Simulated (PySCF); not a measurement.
Cartesian coordinates (Å):
```xyz
10

Nb     0.3727    -0.2368     0.1376
F     -1.2521     0.5321    -0.5781
O      1.9371    -0.9784     0.8299
H      2.7408    -1.3615     1.1906
O     -0.6643    -1.8222     0.3471
H     -1.5928    -1.8059     0.0736
O      1.1226     0.1675    -1.5672
H      0.5593     0.5895    -2.2319
O      0.2505     1.1386     1.4514
H     -0.4914     1.7585     1.4031
```
Charge 0, multiplicity 1.

### Question
What total energy, HOMO–LUMO gap, HOMO, LUMO and dipole moment does PBE-D3(BJ)/def2-TZVP // r2SCAN-D4/def2-SVP (PySCF) give?

### Answer

```
Property              Value
-------------  ------------
total energy   -12523.03 eV
HOMO–LUMO gap       4.92 eV
HOMO               -7.55 eV
LUMO               -2.63 eV
dipole moment        0.08 D
```
